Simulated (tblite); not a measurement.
Compound: C3H8Si.
InChI=1S/C3H8Si/c1-3(2)4/h1H2,2,4H3

All values are computed: GFN2-xTB (tblite) harmonic vibrations without scaling, gas phase. This tight-binding method is rough: wavenumbers can miss measured ones by several per cent, in bad cases by 10 to 20. Modes of hydrogen on silicon can be 10 to 20 % off.

Harmonic wavenumbers (cm⁻¹): 80.1, 137.2, 251.4, 325.2, 379.1, 543.5, 560.2, 651.2, 688.7, 777.3, 790.4, 795.6, 909.2, 966.6, 1012.7, 1039.3, 1221.0, 1400.4, 1426.7, 1483.9, 1490.5, 1685.7, 2228.7, 2236.5, 2267.7, 2998.5, 3011.4, 3018.3, 3060.1, 3105.8.

A = 8722, B = 4258, C = 3012 MHz; mass 72.040 u (most abundant isotopes); point group Cs, symmetry number 1.

Question: What is the zero-point energy?

Answer: ½Σν̃ = 20271 cm⁻¹ = 57.96 kcal/mol.

Question: Give the ideal-gas entropy at 273.15 K and 1 bar in the rigid-rotor, harmonic-oscillator model (classical rotation).

Answer: Translation 38.33, rotation 25.21, vibration 12.29: S = 75.8 cal/(mol K).

Question: And Cp and H(273.15 K) − H(0)?

Answer: Cp = 23.42 cal/(mol K), of which vibrations give 15.47 (their classical limit is 30 R = 59.6); H(273.15 K) − H(0) = 4.10 kcal/mol without the zero-point energy, 1.93 from vibrations.

Question: Blend soft modes into free rotors: weight 1/[1 + (100 cm⁻¹/ν̃)⁴] for the oscillator and the rest for a rotor with moment μB/(μ + B), μ = h/(8π²ν), B = 10⁻⁴⁴ kg m². What vibrational entropy results?

Answer: 11.74 cal/(mol K) in place of 12.29, which changes −T·S at 273.15 K by +0.15 kcal/mol.

Question: What must be added to the electronic energy to get the Gibbs energy at 273.15 K and 1 bar?

Answer: ZPE + [H(273.15 K) − H(0)] − T·S = 57.96 + 4.10 − 20.71 = 41.35 kcal/mol.

Question: How do the functions run with temperature in this model?

Answer: 
| T (K) | S (cal/(mol K)) | Cp (cal/(mol K)) | H − H(0) (kcal/mol) | G − H(0) (kcal/mol) | ln q(vib) |
| --- | --- | --- | --- | --- | --- |
| 150 | 64.4 | 15.6 | 1.70 | -7.96 | 1.12 |
| 250 | 73.8 | 21.9 | 3.57 | -14.88 | 2.33 |
| 298.15 | 77.9 | 25.0 | 4.71 | -18.54 | 2.96 |
| 400 | 86.1 | 30.9 | 7.56 | -26.90 | 4.34 |
| 600 | 100.4 | 39.7 | 14.67 | -45.59 | 7.12 |
| 900 | 118.4 | 48.7 | 28.03 | -78.50 | 11.15 |

q(vib) and H(0) count from the zero-point level.

Question: Which modes carry the vibrational entropy at 273.15 K?

Answer: 80.1 cm⁻¹: 3.72; 137.2 cm⁻¹: 2.68; 251.4 cm⁻¹: 1.57; 325.2 cm⁻¹: 1.14; 379.1 cm⁻¹: 0.91; 543.5 cm⁻¹: 0.46 cal/(mol K); the other 24 give 1.81 together.

Hindered rotation and anharmonicity are outside this model.
